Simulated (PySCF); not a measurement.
Parent: `[NH2:1]/[CH:2]=[CH:3]\[CH:4]=[O:5]` with C2–C3–C4–O5 0°, C3H5NO.

Method used: CAM-B3LYP/6-31G* geometry optimisation, gas phase (PySCF). One conformer each, not checked by frequencies here.

| coordinate of the parent | value |
| --- | --- |
| N1–C2 | 1.340 Å |
| C2=C3 | 1.367 Å |
| C3–C4 | 1.435 Å |
| C4=O5 | 1.234 Å |
| N1–C2–C3 | 124.5° |
| C2–C3–C4 | 121.1° |
| C3–C4–O5 | 125.1° |

Question: How does the shared frame change in `[NH2:1]/[CH:2]=[CH:3]\[C:4](=[O:5])[Br:6]` with C2–C3–C4–O5 0°, C3H4BrNO? Atoms pair as N1 = N1, C2 = C2, C3 = C3, C4 = C4, O5 = O5 (parent first).

Answer: 
| parent | relative | value in the relative | change |
| --- | --- | --- | --- |
| N1–C2 | N1–C2 | 1.338 Å | -0.002 |
| C2=C3 | C2=C3 | 1.368 Å | +0.001 |
| C3–C4 | C3–C4 | 1.428 Å | -0.007 |
| C4=O5 | C4=O5 | 1.204 Å | -0.030 |
| N1–C2–C3 | N1–C2–C3 | 126.0° | +1.5 |
| C2–C3–C4 | C2–C3–C4 | 119.5° | -1.6 |
| C3–C4–O5 | C3–C4–O5 | 128.4° | +3.3 |

Of the parent's bonds, C4–O5 changes most (-0.030 Å). Bonds of the relative outside the shared frame: C4–Br6 1.991 Å. Point group Cs → Cs.

Question: How does the shared frame change in `[NH2:1]/[C:2]([F:3])=[CH:4]\[CH:5]=[O:6]` with C2–C4–C5–O6 1°, C3H4FNO? Atoms pair as N1 = N1, C2 = C2, C3 = C4, C4 = C5, O5 = O6 (parent first).

Answer: 
| parent | relative | value in the relative | change |
| --- | --- | --- | --- |
| N1–C2 | N1–C2 | 1.332 Å | -0.008 |
| C2=C3 | C2=C4 | 1.365 Å | -0.002 |
| C3–C4 | C4–C5 | 1.431 Å | -0.004 |
| C4=O5 | C5=O6 | 1.235 Å | +0.001 |
| N1–C2–C3 | N1–C2–C4 | 126.0° | +1.5 |
| C2–C3–C4 | C2–C4–C5 | 119.4° | -1.7 |
| C3–C4–O5 | C4–C5–O6 | 125.4° | +0.3 |

Of the parent's bonds, N1–C2 changes most (-0.008 Å). Bonds of the relative outside the shared frame: C2–F3 1.329 Å.
